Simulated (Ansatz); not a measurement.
Start from `C=[CH][Ga]([F])[Br]` and change one atom or group to get `[F][Ga]([F])[Br]`.

Ansatz, PBE0-D4/def2-TZVP geometries, multiplicity 1. Each molecule was computed in one conformer, which needn't be the lowest.

Scalar relativity is left out up to krypton. Spin–orbit coupling is left out; it splits and shifts lone-pair levels of the heavy atoms by tenths of an eV.

```tsv
property	`C=[CH][Ga]([F])[Br]`
HOMO energy (B3LYP/def2-TZVPP) / eV	-8.28
size of the dipole moment (ωB97M-V/def2-TZVPP) / D	3.05
LUMO energy (B3LYP/def2-TZVPP) / eV	-2.05
HOMO–LUMO gap (PBE/def2-TZVPP) / eV	4.56
HOMO–LUMO gap (PBE0/def2-TZVPP) / eV	6.74
HOMO energy (ωB97M-V/def2-TZVPP) / eV	-10.77
```

(1) Give the same properties after the change, and the shifts. (An estimate is asked.)

Answers

(1) Ansatz gave: 
```csv
property,`[F][Ga]([F])[Br]`,shift
HOMO energy (B3LYP/def2-TZVPP) / eV,-9.15,-0.87
size of the dipole moment (ωB97M-V/def2-TZVPP) / D,1.34,-1.71
LUMO energy (B3LYP/def2-TZVPP) / eV,-2.59,-0.54
HOMO–LUMO gap (PBE/def2-TZVPP) / eV,4.90,0.34
HOMO–LUMO gap (PBE0/def2-TZVPP) / eV,7.22,0.48
HOMO energy (ωB97M-V/def2-TZVPP) / eV,-11.67,-0.90
```

With PBE0 the HOMO falls by 0.87 eV and the LUMO falls by 0.40 eV, so the gap widens by about 0.47 eV. PBE moves the HOMO by -0.82 eV and ωB97M-V by -0.90 eV. The zero-point energy changes by -105.0 kJ/mol with -12 modes. Dipoles are sizes alone; their direction can turn.

Positive LUMOs are unbound, so they and the gaps depend on the basis.

B3LYP here is the variant with VWN-RPA as its local correlation; programs differ in this.
